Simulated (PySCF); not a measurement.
Identify the unknown among the candidates.

All candidates are C5H4FNS.

- Dipole: 4.78 D [wB97X-D/def2-SVPD]
- Triplet: lowest triplet excitation (Tamm–Dancoff): 3.16 eV [TDA wB97X-D/def2-SVPD]
- Polarisability: 82.9 au [wB97X-D/def2-SVPD]
- 13C NMR: chemical shifts (computed TMS as zero) by class: 163.2 (1 C), 119.3 (1 C), 109.0 (1 C), 101.1 (1 C), 45.5 (1 C) ppm [GIAO PBE0/pcSseg-1]
- 1H NMR: chemical shifts (computed TMS as zero) by class: 7.34 (1 H), 6.03 (1 H), 3.66 (1 H), 3.63 (1 H) ppm [GIAO PBE0/pcSseg-1]
- Rotational structure: rotational constants A, B, C: 2.969, 1.379, 1.012 GHz [GFN2-xTB]
- NMR, other nuclei: isotropic shieldings of nuclei other than C and H, by class: -54 (1 N), 337 (1 F), 406 (1 S) ppm [GIAO PBE0/pcSseg-1]

The electronic properties come from PySCF, for the isolated species, density fitting. Levels stand in brackets. Geometry: GFN2-xTB, one conformer, isolated molecule. NMR values are class means; diastereotopic atoms form classes of their own.

Question: Which candidate is it?
A. `N#CC1=CSC[C@@H]1F`
B. `C=Cc1nc(F)cs1`
C. `C=C(F)c1cncs1`

Answer: A. It is `N#CC1=CSC[C@@H]1F`. Numbering: `[N:1]#[C:2][C:3]1=[CH:4][S:5][CH2:6][C@@H:7]1[F:8]`. Its formula, C5H4FNS, gives 4 degrees of unsaturation: 1 ring and 3 π bonds in the structure found. 5 carbons fall into 5 classes; from least to most shielded: alkene CH carbon [C4] (163.2 ppm), nitrile carbon [C2] (119.3 ppm), fully substituted alkene carbon [C3] (109.0 ppm), sp3 C–F carbon [C7] (101.1 ppm), ring sp3 carbon bound to sulfur [C6] (45.5 ppm). Hydrogen classes from least to most shielded: 1 H on an alkene CH carbon, C4 (7.34 ppm), 1 H on an sp3 C–F carbon, C7 (6.03 ppm), 1 H on an sp3 carbon bound to sulfur, C6 (3.66 ppm), 1 H on an sp3 carbon bound to sulfur, C6 (3.63 ppm). The other shieldings belong to: -54 ppm, nitrile nitrogen [N1]; 337 ppm, alkyl fluorine [F8]; 406 ppm, sulfide sulfur [S5]. The optimised geometry has point group C1 and is an asymmetric top.

The others, at the same levels:
- `C=Cc1nc(F)cs1` fails: its computed 13C shifts are 170.8 (1 C), 168.7 (1 C), 135.0 (1 C), 128.9 (1 C), 103.7 (1 C) ppm, 1H shifts are 7.10 (1 H), 6.65 (1 H), 6.34 (1 H), 5.85 (1 H) ppm and smallest rotational constant is 0.969 GHz (against 1.012 GHz).
- `C=C(F)c1cncs1` fails: its computed 13C shifts are 168.1 (1 C), 156.4 (1 C), 144.8 (1 C), 141.2 (1 C), 98.9 (1 C) ppm, 1H shifts are 8.24 (1 H), 8.06 (1 H), 5.23 (1 H), 5.16 (1 H) ppm and rotational constant A is 3.638 GHz (against 2.969 GHz).

Each candidate is one conformer, not necessarily the lowest. The conformers computed, where there is a choice (atom-mapped SMILES and torsion angles):
- `[CH2:1]=[CH:2][c:3]1[n:4][c:5]([F:6])[cH:7][s:8]1`: C1–C2–C3–N4 0°
- `[CH2:1]=[C:2]([F:3])[c:4]1[cH:5][n:6][cH:7][s:8]1`: C1–C2–C4–C5 180°
